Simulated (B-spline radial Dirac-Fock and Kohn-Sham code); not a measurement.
# Relativistic shifts of the levels of Ce⁶⁺

System: the Ce⁶⁺ ion, configuration [Kr] 4d10 5s2 5p4.

Both columns are ΔSCF binding energies of the configuration average from an atomic code on a B-spline grid: non-relativistic Hartree-Fock with a point nucleus, and Dirac-Fock with a finite nucleus and the Coulomb interaction alone, averaged over the two j levels with weights 2j+1.

```
shell  Hartree-Fock (eV)  Dirac-Fock (eV)  shift (eV)  shift (%)
   1s            38739.9          40689.0    +1949.12      +5.03
   2s             6175.1           6664.8     +489.68      +7.93
   2p             5827.8           5976.7     +148.93      +2.56
   3s             1428.5           1537.3     +108.86      +7.62
   3p             1277.4           1312.5      +35.06      +2.74
   3d              998.9            985.5      -13.38      -1.34
   4s              366.6            390.8      +24.19      +6.60
   4d              202.6            198.7       -3.90      -1.93
   5s              110.4            115.2       +4.78      +4.33
   5p              91.99            92.97       +0.98      +1.07
```

Relativity binds 1s, 2s, 2p, 3s, 3p, 4s, 5s, 5p more strongly, among those listed most of all 2s in relative terms, and 3d, 4d more weakly, because the contracted s and p shells screen the nucleus better.

Values without a named source are computed, but for edge energies of neutral atoms, which are taken from tables.
